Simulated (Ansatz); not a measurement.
Geometry optimisation, RKS PBE/def2-SVP in Ansatz 0.2.0.

input.yaml

```yaml
crystal:
  periodic: [false, false, false]
  atoms:
    - { symbol: W, position_ang: [0.212419, 0.212859, -0.407612] }
    - { symbol: Cl, position_ang: [0.708098, -0.37222, 3.098321] }
    - { symbol: F, position_ang: [1.982355, -0.236328, -0.02689] }
    - { symbol: Cl, position_ang: [-0.66857, 2.212209, -1.169297] }
    - { symbol: H, position_ang: [-1.017771, 0.576545, 0.7074] }
    - { symbol: F, position_ang: [-0.571229, -1.449612, -0.108648] }
    - { symbol: F, position_ang: [0.376312, -0.060844, -2.280964] }
    - { symbol: H, position_ang: [0.642391, 1.361207, 0.79472] }
    - { symbol: H, position_ang: [0.907495, 0.839586, 2.562169] }
basis:
  gaussian: { orbitals: def2-SVP }
hamiltonian:
  xc: pbe
relax:
  f_tol: 0.03
  max_steps: 50
output:
  orbitals: {}
```

Run as:

```bash
$ ansatz run input.yaml --threads 4 --pin off --max-ram 5120MiB --backend cpu --events-out ev --progress --plain --runs-dir out
```

Task: Where does it end, and by what steps?

Result: The run converged. The force dipped under the threshold on the way, but the program's further checks kept it going. After 17 steps the energy has fallen by 0.060 eV; H9 moved furthest, 0.57 Å.

```json
{"step": "0", "energy less start (eV)": "0.0000", "largest force component (eV/Å)": "0.844", "accepted": "yes"}
{"step": "1", "energy less start (eV)": "0.0150", "largest force component (eV/Å)": "1.475", "accepted": "no"}
{"step": "2", "energy less start (eV)": "-0.0142", "largest force component (eV/Å)": "0.638", "accepted": "yes"}
{"step": "3", "energy less start (eV)": "-0.0257", "largest force component (eV/Å)": "0.622", "accepted": "yes"}
{"step": "4", "energy less start (eV)": "-0.0358", "largest force component (eV/Å)": "0.526", "accepted": "yes"}
{"step": "5", "energy less start (eV)": "-0.0478", "largest force component (eV/Å)": "0.228", "accepted": "yes"}
{"step": "6", "energy less start (eV)": "-0.0415", "largest force component (eV/Å)": "0.672", "accepted": "no"}
{"step": "7", "energy less start (eV)": "-0.0551", "largest force component (eV/Å)": "0.129", "accepted": "yes"}
{"step": "8", "energy less start (eV)": "-0.0572", "largest force component (eV/Å)": "0.072", "accepted": "yes"}
{"step": "9", "energy less start (eV)": "-0.0581", "largest force component (eV/Å)": "0.025", "accepted": "yes"}
{"step": "10", "energy less start (eV)": "-0.0584", "largest force component (eV/Å)": "0.095", "accepted": "yes"}
{"step": "11", "energy less start (eV)": "-0.0585", "largest force component (eV/Å)": "0.102", "accepted": "yes"}
{"step": "12", "energy less start (eV)": "-0.0591", "largest force component (eV/Å)": "0.013", "accepted": "yes"}
{"step": "13", "energy less start (eV)": "-0.0594", "largest force component (eV/Å)": "0.028", "accepted": "yes"}
{"step": "14", "energy less start (eV)": "-0.0593", "largest force component (eV/Å)": "0.162", "accepted": "no"}
{"step": "15", "energy less start (eV)": "-0.0597", "largest force component (eV/Å)": "0.046", "accepted": "yes"}
{"step": "16", "energy less start (eV)": "-0.0596", "largest force component (eV/Å)": "0.155", "accepted": "no"}
{"step": "17", "energy less start (eV)": "-0.0599", "largest force component (eV/Å)": "0.013", "accepted": "yes"}
```

```xyz
9
Properties=species:S:1:pos:R:3
W 0.207 0.242 -0.366
Cl 0.519 -0.446 2.715
F 2.009 -0.088 0.020
Cl -0.733 2.123 -1.354
H -1.060 0.700 0.668
F -0.574 -1.412 0.025
F 0.408 -0.192 -2.207
H 0.585 1.536 0.675
H 1.211 0.620 2.993
```

Whether the end is a true minimum wasn't checked by a vibrational analysis.

Run time: 27 s on 4 threads of Arm Neoverse V2 (shared host), peak memory 0.19 GiB.
